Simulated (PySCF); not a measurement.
C3H7BN2, SMILES NB1C(=C)CN1. Atoms are numbered in the order given.

```xyz
13

C      1.2817    -1.7194     0.0000
C      0.3248    -0.7784     0.0000
C     -1.2081    -0.9075     0.0000
N     -1.3301     0.5593     0.0000
B      0.0859     0.7925     0.0000
N      0.8792     1.9599     0.0000
H      2.3514    -1.4500     0.0000
H      1.0481    -2.7993     0.0000
H     -1.6281    -1.4106    -0.9040
H     -1.6281    -1.4106     0.9040
H     -2.2056     1.0793     0.0000
H      1.8958     1.9197     0.0000
H      0.5024     2.9060     0.0000
```
Charge 0, spin multiplicity 1.

Geometry: PBE-D3(BJ)/def2-SVP. This is a generated structure with no PubChem entry under its InChIKey; it may be hypothetical. One conformer was computed; it need not be the lowest.

Two levels are set side by side: PBE/pcSseg-1 (PySCF) and KT2/pcSseg-1 (PySCF). GIAO shifts against BF3 (¹¹B), NH3 (¹⁵N), TMS (¹H), TMS (¹³C) at the same level; non-relativistic, no solvent, atoms listed together averaged. Differences are taken from unrounded values.

```tsv
quantity	KT2
δ(¹³C) of C1 (ppm)	112.9
δ(¹³C) of C2 (ppm)	153.5
δ(¹³C) of C3 (ppm)	61.6
δ(¹⁵N) of N4 (ppm)	93.5
δ(¹¹B) of B5 (ppm)	11.1
δ(¹⁵N) of N6 (ppm)	58.6
δ(¹H) of H9, H10 (ppm)	4.59
δ(¹H) of H11 (ppm)	3.19
```

Question: What does PBE give, and how far is it from KT2? (Estimate from the structure and the level; the computed values follow.)

Answer: 
| quantity | PBE | PBE minus KT2 |
|---|---|---|
| δ(¹³C) of C1 (ppm) | 120.2 | 7.3 |
| δ(¹³C) of C2 (ppm) | 162.4 | 8.9 |
| δ(¹³C) of C3 (ppm) | 62.4 | 0.9 |
| δ(¹⁵N) of N4 (ppm) | 98.8 | 5.3 |
| δ(¹¹B) of B5 (ppm) | 11.3 | 0.2 |
| δ(¹⁵N) of N6 (ppm) | 63.6 | 5.0 |
| δ(¹H) of H9, H10 (ppm) | 4.57 | -0.02 |
| δ(¹H) of H11 (ppm) | 3.17 | -0.02 |

Rough cost on one machine, each run with all the roots and properties that it gave: KT2 against PBE within a factor of 2.
